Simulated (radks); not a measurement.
Problem. The mean radii <r> (bohr) of the occupied orbitals of an atom or ion are listed with their occupations. Calculated with a radial shooting solver on a logarithmic mesh with Libxc functionals: Dirac Kohn-Sham, relativistic LDA (MacDonald-Vosko exchange, VWN5 correlation), spin-unpolarised, spherical densities, finite nucleus; Fermi nuclear charge, rms radius of each element as measured or else 0.836 A^(1/3) + 0.57 fm.

orbital  occ.      <r>
1s1/2       2  0.06663
2s1/2       2   0.3058
2p1/2       2   0.2687
2p3/2       4   0.2714
3s1/2       2   0.8101

Name the element and its charge. Open shells, if any, fill j = l - 1/2 first.

Solution. Z = 23, vanadium, charge +11: V11+ in [Ne] 3s2. The 1s radius gives Z: for a bare nucleus <r> = (2 gamma + 1)/(2Z) with gamma = sqrt(1 - (Z/c)^2), 0.0646 bohr for Z = 23, and screening makes it slightly larger (0.06663 here). The occupations add up to 12, and the charge is Z minus that.
